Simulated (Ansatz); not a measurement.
Start from `CC(C)BN` and change one atom or group to get `CC(C)CF`.

Ansatz, PBE0-D4/def2-TZVP geometries, multiplicity 1. Each molecule was computed in one conformer, which needn't be the lowest.

| property | `CC(C)BN` |
| --- | --- |
| HOMO energy (PBE/def2-TZVPP) / eV | -6.59 |
| HOMO–LUMO gap (PBE0/def2-TZVPP) / eV | 8.61 |
| LUMO energy (B3LYP/def2-TZVPP) / eV | 0.43 |
| HOMO energy (B3LYP/def2-TZVPP) / eV | -7.76 |
| size of the dipole moment (ωB97M-V/def2-TZVPP) / D | 1.76 |
| ideal-gas entropy at 298 K and 1 bar (rigid rotor, harmonic PBE0-D4/def2-TZVP) / J/(mol·K) | 337 |

**Question.** What does the change do to each property? (An estimate is asked.)

**Answer.** Ansatz gave: 
```tsv
property	`CC(C)CF`	shift
HOMO energy (PBE/def2-TZVPP) / eV	-7.48	-0.89
HOMO–LUMO gap (PBE0/def2-TZVPP) / eV	10.16	1.55
LUMO energy (B3LYP/def2-TZVPP) / eV	0.76	0.33
HOMO energy (B3LYP/def2-TZVPP) / eV	-8.85	-1.09
size of the dipole moment (ωB97M-V/def2-TZVPP) / D	1.76	0.00
ideal-gas entropy at 298 K and 1 bar (rigid rotor, harmonic PBE0-D4/def2-TZVP) / J/(mol·K)	322	-15
```

With PBE0 the HOMO falls by 1.11 eV and the LUMO rises by 0.43 eV, so the gap widens by about 1.54 eV. PBE moves the HOMO by -0.89 eV and ωB97M-V by -1.18 eV. The zero-point energy changes by -24.1 kJ/mol with -3 modes. Dipoles are sizes alone; their direction can turn. Modes under 60 cm⁻¹, often nearly free rotors, make the harmonic entropy too high.

B3LYP here is the variant with VWN-RPA as its local correlation; programs differ in this.
